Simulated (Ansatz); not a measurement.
Two isomers of C3H4OSi: A = `C=C=C1O[SiH2]1`, B = `C=C1[SiH2]C1=O`.

Computed with Ansatz on PBE0-D4/def2-TZVP structures; ΔE is electronic, products minus reactants. CCSD(T)/CBS adds triple-zeta CCSD(T) − MP2 to the extrapolated MP2 energy (def2 sets, frozen cores). Functionals use def2-TZVPP. B3LYP here is the variant with VWN-RPA as its local correlation; programs differ in this.

**Question.** Which is lower in electronic energy at CCSD(T)/CBS, and by how much? (Best estimate.)

**Answer.** The calculation gave: A, by 42.4 kJ/mol.

**Question.** Give E(B) − E(A) in kJ/mol with LDA (SPW92), r2SCAN-D4, HF/def2-TZVPP, B3LYP-D4, MP2/def2-TZVPP, B2PLYP, PBE-D4. (Best estimate.)

**Answer.** Computed: LDA (SPW92) 39.1, r2SCAN-D4 39.7, HF/def2-TZVPP 39.2, B3LYP-D4 38.2, MP2/def2-TZVPP 42.3, B2PLYP 40.8, PBE-D4 28.7. None reverses the order clearly.

**Question.** Does the order hold for the free energy at 298.15 K (harmonic terms from PBE0-D4)? (An estimate is asked.)

**Answer.** Computed: Yes: G(B) − G(A) = +34.6 kJ/mol. Modes under 60 cm⁻¹, often nearly free rotors, make the harmonic entropy too high.

Largest T1 diagnostic: 0.018.

From PBE to PBE0 (25 % exact exchange), in def2-TZVPP and without D4, E(B) − E(A) moves by +3.7 kJ/mol. At CCSD(T), def2-SVP lies −36.6 kJ/mol from the extrapolated value and def2-TZVPP −5.1 kJ/mol.
